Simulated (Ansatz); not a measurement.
Cl₂H₄In₂ (`[Cl+]1[InH2-][Cl+][InH2-]1`), relaxed with RKS PBE0-D4/def2-TZVP in the Gaussian-basis code of Ansatz from a GFN2-xTB geometry. The force threshold is 0.005 eV/Å; the program also tests the step.

Charge 0, multiplicity 1. In: def2 effective core potential.

Start:

```xyz
8

Cl    1.301    1.042    0.023
In   -1.138    1.414    0.331
Cl   -1.301   -1.042   -0.024
In    1.138   -1.414   -0.332
H    -1.418    1.724    1.964
H    -1.727    2.184   -1.047
H     1.729   -2.179    1.048
H     1.416   -1.729   -1.963
```

```tsv
step	energy (eV)	largest force (eV/Å)	largest move (Å)
1	-35453.6988	0.753	0.000
2	-35453.7946	0.282	0.175
3	-35453.8204	0.052	0.068
4	-35453.8216	0.008	0.011
5	-35453.8216	0.001	0.004
```

End:

```xyz
8

Cl    1.378    1.104    0.024
In   -1.142    1.419    0.333
Cl   -1.378   -1.103   -0.026
In    1.142   -1.419   -0.332
H    -1.335    1.623    2.008
H    -1.661    2.100   -1.135
H     1.660   -2.098    1.136
H     1.337   -1.625   -2.008
```

Hardware: 4 threads of an Intel Xeon Platinum 8259CL on a shared host. Wall time 35 s, peak host memory 0.74 GiB.
